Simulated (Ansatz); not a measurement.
Name a neutral molecule of C, N, Se, Si and H with LUMO energy (ωB97M-V/def2-TZVPP) between 1.20 and 1.50 eV and HOMO energy (PBE0/def2-TZVPP) between -6.65 and -6.35 eV (Ansatz, PBE0-D4/def2-TZVP geometry).

`C1N[SiH2][Se]1` (1.24 eV, -6.51 eV); `NC([SiH3])[SeH]` (1.47 eV, -6.39 eV); `NC1N[SiH2][Se]1` (1.35 eV, -6.42 eV). Other molecules can fit too; these were computed, each in one conformer that needn't be the lowest.
